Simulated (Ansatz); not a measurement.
Harmonic vibrations of GaH8NO3Si (`[OH][Ga-]([OH])([OH])[NH2+][SiH3]`) by finite differences.

```yaml
crystal:
  periodic: [false, false, false]
  atoms:
    - {symbol: O, position_ang: [-2.549274, -0.166497, -0.055306]}
    - {symbol: Ga, position_ang: [-0.946996, 0.286871, 0.641948]}
    - {symbol: O, position_ang: [-0.085323, -1.036303, 1.538024]}
    - {symbol: O, position_ang: [-0.603969, 2.002333, 1.122790]}
    - {symbol: N, position_ang: [0.313308, 0.214863, -1.009896]}
    - {symbol: Si, position_ang: [1.634699, -0.980377, -0.779011]}
    - {symbol: H, position_ang: [-3.121651, 0.588207, -0.200442]}
    - {symbol: H, position_ang: [0.280567, -0.745589, 2.374637]}
    - {symbol: H, position_ang: [-1.281072, 2.431638, 1.645932]}
    - {symbol: H, position_ang: [0.655586, 1.165176, -1.125736]}
    - {symbol: H, position_ang: [-0.270919, 0.002843, -1.813692]}
    - {symbol: H, position_ang: [1.034044, -2.320047, -0.660844]}
    - {symbol: H, position_ang: [2.458840, -0.544779, 0.363345]}
    - {symbol: H, position_ang: [2.469158, -0.927441, -2.012850]}
basis:
  gaussian: {orbitals: def2-TZVP}
hamiltonian: {xc: pbe0, dispersion: d4}
phonons: {temperatures: {t_min: 298.15, t_max: 900, t_step: 200}}
```

```sh
$ ansatz run in.yaml --threads 4 --pin off --events-out ev --progress --plain --max-ram 11315MiB
```

It prints (some lines left out):

```
Functional definition: PBE0
  name "PBE0"
  cite "Adamo & Barone, J. Chem. Phys. 110, 6158 (1999) doi:10.1063/1.478522"
  cite "Perdew, Burke & Ernzerhof, Phys. Rev. Lett. 77, 3865 (1996) doi:10.1103/PhysRevLett.77.3865"
  parent pbe
  parameter a = 0.25
  parameter kappa = 0.804
  parameter beta = 0.06672455060314922
  exchange = (1 - a)*pbe_x(kappa = kappa, mu = beta*pi^2/3) + a*exact_x
  correlation = pbe_c(beta = beta)
mean field -68005.89878147 eV, -2499.1706841653 hartree, gradient 1.6e-5 eV, S^2 0.000000; 0 other end points of the search recorded, 0 dependent functions left out
the calculation of the forces begins
these checks for a lower state are left out or cut short: stability, starts, cluster_reference, orbital_swaps, neighbouring_geometries, increment
mean field -68005.89860966 eV, -2499.1706778513 hartree, gradient 1.8e-6 eV, S^2 0.000000; 0 other end points of the search recorded, 0 dependent functions left out
the calculation of the forces begins
these checks for a lower state are left out or cut short: stability, starts, cluster_reference, orbital_swaps, neighbouring_geometries, increment
mean field -68005.89871692 eV, -2499.1706817932 hartree, gradient 1.8e-6 eV, S^2 0.000000; 0 other end points of the search recorded, 0 dependent functions left out
the calculation of the forces begins
these checks for a lower state are left out or cut short: stability, starts, cluster_reference, orbital_swaps, neighbouring_geometries, increment
mean field -68005.89866554 eV, -2499.1706799047 hartree, gradient 1.8e-6 eV, S^2 0.000000; 0 other end points of the search recorded, 0 dependent functions left out
the calculation of the forces begins
these checks for a lower state are left out or cut short: stability, starts, cluster_reference, orbital_swaps, neighbouring_geometries, increment
mean field -68005.89867155 eV, -2499.1706801256 hartree, gradient 1.8e-6 eV, S^2 0.000000; 0 other end points of the search recorded, 0 dependent functions left out
the calculation of the forces begins
these checks for a lower state are left out or cut short: stability, starts, cluster_reference, orbital_swaps, neighbouring_geometries, increment
mean field -68005.89875616 eV, -2499.1706832350 hartree, gradient 1.8e-6 eV, S^2 0.000000; 0 other end points of the search recorded, 0 dependent functions left out
the calculation of the forces begins
these checks for a lower state are left out or cut short: stability, starts, cluster_reference, orbital_swaps, neighbouring_geometries, increment
mean field -68005.89877425 eV, -2499.1706838998 hartree, gradient 1.8e-6 eV, S^2 0.000000; 0 other end points of the search recorded, 0 dependent functions left out
the calculation of the forces begins
these checks for a lower state are left out or cut short: stability, starts, cluster_reference, orbital_swaps, neighbouring_geometries, increment
mean field -68005.89866612 eV, -2499.1706799260 hartree, gradient 1.8e-6 eV, S^2 0.000000; 0 other end points of the search recorded, 0 dependent functions left out
the calculation of the forces begins
these checks for a lower state are left out or cut short: stability, starts, cluster_reference, orbital_swaps, neighbouring_geometries, increment
mean field -68005.89871763 eV, -2499.1706818192 hartree, gradient 1.8e-6 eV, S^2 0.000000; 0 other end points of the search recorded, 0 dependent functions left out
[...]
mean field -68005.89874919 eV, -2499.1706829789 hartree, gradient 2.7e-6 eV, S^2 0.000000; 0 other end points of the search recorded, 0 dependent functions left out
the calculation of the forces begins
these checks for a lower state are left out or cut short: stability, starts, cluster_reference, orbital_swaps, neighbouring_geometries, increment
mean field -68005.89876511 eV, -2499.1706835641 hartree, gradient 2.3e-6 eV, S^2 0.000000; 0 other end points of the search recorded, 0 dependent functions left out
the calculation of the forces begins
these checks for a lower state are left out or cut short: stability, starts, cluster_reference, orbital_swaps, neighbouring_geometries, increment
mean field -68005.89877682 eV, -2499.1706839945 hartree, gradient 1.8e-6 eV, S^2 0.000000; 0 other end points of the search recorded, 0 dependent functions left out
the calculation of the forces begins
these checks for a lower state are left out or cut short: stability, starts, cluster_reference, orbital_swaps, neighbouring_geometries, increment
mean field -68005.89873839 eV, -2499.1706825820 hartree, gradient 2.8e-6 eV, S^2 0.000000; 0 other end points of the search recorded, 0 dependent functions left out
the calculation of the forces begins
these checks for a lower state are left out or cut short: stability, starts, cluster_reference, orbital_swaps, neighbouring_geometries, increment
mean field -68005.89874728 eV, -2499.1706829086 hartree, gradient 2.8e-6 eV, S^2 0.000000; 0 other end points of the search recorded, 0 dependent functions left out
the calculation of the forces begins
these checks for a lower state are left out or cut short: stability, starts, cluster_reference, orbital_swaps, neighbouring_geometries, increment
mean field -68005.89876462 eV, -2499.1706835459 hartree, gradient 2.8e-6 eV, S^2 0.000000; 0 other end points of the search recorded, 0 dependent functions left out
the calculation of the forces begins
these checks for a lower state are left out or cut short: stability, starts, cluster_reference, orbital_swaps, neighbouring_geometries, increment
mean field -68005.89875459 eV, -2499.1706831773 hartree, gradient 2.6e-6 eV, S^2 0.000000; 0 other end points of the search recorded, 0 dependent functions left out
the calculation of the forces begins
these checks for a lower state are left out or cut short: stability, starts, cluster_reference, orbital_swaps, neighbouring_geometries, increment
mean field -68005.89877008 eV, -2499.1706837467 hartree, gradient 1.9e-6 eV, S^2 0.000000; 0 other end points of the search recorded, 0 dependent functions left out
the calculation of the forces begins
these checks for a lower state are left out or cut short: stability, starts, cluster_reference, orbital_swaps, neighbouring_geometries, increment
mean field -68005.89877875 eV, -2499.1706840654 hartree, gradient 1.8e-6 eV, S^2 0.000000; 0 other end points of the search recorded, 0 dependent functions left out
the calculation of the forces begins
these checks for a lower state are left out or cut short: stability, starts, cluster_reference, orbital_swaps, neighbouring_geometries, increment
mean field -68005.89874169 eV, -2499.1706827035 hartree, gradient 2.3e-6 eV, S^2 0.000000; 0 other end points of the search recorded, 0 dependent functions left out
the calculation of the forces begins
these checks for a lower state are left out or cut short: stability, starts, cluster_reference, orbital_swaps, neighbouring_geometries, increment
mean field -68005.89874210 eV, -2499.1706827182 hartree, gradient 2.4e-6 eV, S^2 0.000000; 0 other end points of the search recorded, 0 dependent functions left out
the calculation of the forces begins
Total energy: -68006.19820733 eV, -2499.1816878628 hartree
Atom 0 at    -2.549274    -0.166497    -0.055306 Å, force     0.001170     0.004987     0.000203 eV/Å
Atom 1 at    -0.946996     0.286871     0.641948 Å, force    -0.000459    -0.003502     0.000268 eV/Å
Atom 2 at    -0.085323    -1.036303     1.538024 Å, force    -0.000555     0.003772    -0.000269 eV/Å
Atom 3 at    -0.603969     2.002333     1.122790 Å, force     0.000048     0.003065    -0.000922 eV/Å
Atom 4 at     0.313308     0.214863    -1.009896 Å, force    -0.002857    -0.004068    -0.000785 eV/Å
Atom 5 at     1.634699    -0.980377    -0.779011 Å, force    -0.001734     0.001596    -0.000432 eV/Å
Atom 6 at    -3.121651     0.588207    -0.200442 Å, force     0.001472    -0.003808     0.000266 eV/Å
Atom 7 at     0.280567    -0.745589     2.374637 Å, force     0.000411    -0.002579    -0.000250 eV/Å
Atom 8 at    -1.281072     2.431638     1.645932 Å, force     0.000416    -0.001687    -0.000489 eV/Å
Atom 9 at     0.655586     1.165176    -1.125736 Å, force    -0.000248    -0.001269     0.000634 eV/Å
Atom 10 at    -0.270919     0.002843    -1.813692 Å, force     0.002634     0.002472     0.001142 eV/Å
Atom 11 at     1.034044    -2.320047    -0.660844 Å, force     0.001174     0.002142     0.000067 eV/Å
Atom 12 at     2.458840    -0.544779     0.363345 Å, force    -0.000830    -0.000685    -0.000905 eV/Å
Atom 13 at     2.469158    -0.927441    -2.012850 Å, force    -0.000643    -0.000435     0.001471 eV/Å
Dipole moment:     0.286788     0.394101    -0.387243 e Å
Vibrations: 39.58 64.46 89.96 122.86 154.07 177.47 202.73 219.67 231.98 245.64 293.20 388.29 509.66 622.67 661.70 670.68 682.75 701.22 737.83 778.07 804.87 835.23 908.00 934.58 966.12 971.31 1001.06 1585.98 2204.65 2287.42 2309.68 3503.36 3582.26 3915.78 3917.18 3928.22 cm⁻¹, zero-point energy 2.557184 eV
```

Run time 6.5 min (4 threads of an Intel Xeon Platinum 8375C on a shared host); peak host memory 1 GiB.
